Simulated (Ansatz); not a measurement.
`C[SiH](Cl)[GeH3]` + H–F → `C[SiH](F)[GeH3]` + HCl at 600 K and 1 bar (ligand exchange at the Si–Cl bond).

Gas-phase electronic energies from Ansatz, PBE0-D4/def2-TZVP geometries. CCSD(T)/CBS adds triple-zeta CCSD(T) − MP2 to the extrapolated MP2 energy (def2 sets, frozen cores). This one scheme is used for every species. For Ge outer-core shells are correlated without core-valence functions, which leaves a few kJ/mol of doubt a bond. Scalar relativity is left out up to krypton.

```tsv
species	CCSD(T)/CBS energy (Eh)	H − E (kJ/mol)	S (J/(mol·K))
`C[SiH](Cl)[GeH3]`	-2867.29429	253.6	475.1
H–F	-100.39570	42.3	194.0
`C[SiH](F)[GeH3]`	-2507.31933	254.7	462.4
HCl	-460.38127	35.4	207.2
```

H − E and S are ideal-gas, rigid-rotor, harmonic terms from PBE0-D4/def2-TZVP, for one conformer and one mirror image of each species. 1 Eh = 2625.50 kJ/mol, R = 8.31446 J/(mol·K).

Q: By hand: ΔE, ΔH, ΔS and ΔG.

A: ΔE = (-2507.31933) + (-460.38127) − (-2867.29429) − (-100.39570) = -0.01061 Eh = -27.9 kJ/mol. Δ(H − E) = 254.7 + 35.4 − 253.6 − 42.3 = -5.8, so ΔH = -33.7 kJ/mol. ΔS = 462.4 + 207.2 − 475.1 − 194.0 = 0.5 J/(mol·K). ΔG = -33.7 − 600 × (0.5)/1000 = -34.0 kJ/mol.

Q: By hand: the equilibrium constant, and the temperature at which ΔG would vanish if ΔH and ΔS stayed fixed.

A: log₁₀ K = −ΔG/(RT ln 10) = 3.0. ΔH and −TΔS have one sign here, so there is no such temperature.

The number of gas molecules stays the same, so ΔS is small and ΔH decides. A doubt of 5 kJ/mol in ΔE shifts log₁₀ K by 0.4 here. Other conformers and mirror images would add mixing entropy, several J/(mol·K) or more a flexible species. These are equilibria of isolated gas molecules and say nothing of rates. Largest T1 diagnostic: 0.012 (customary marks: 0.02 for closed shells, 0.045 for open ones).

ΔS is within the doubt of such terms, so its sign, and with it that verdict, could turn.
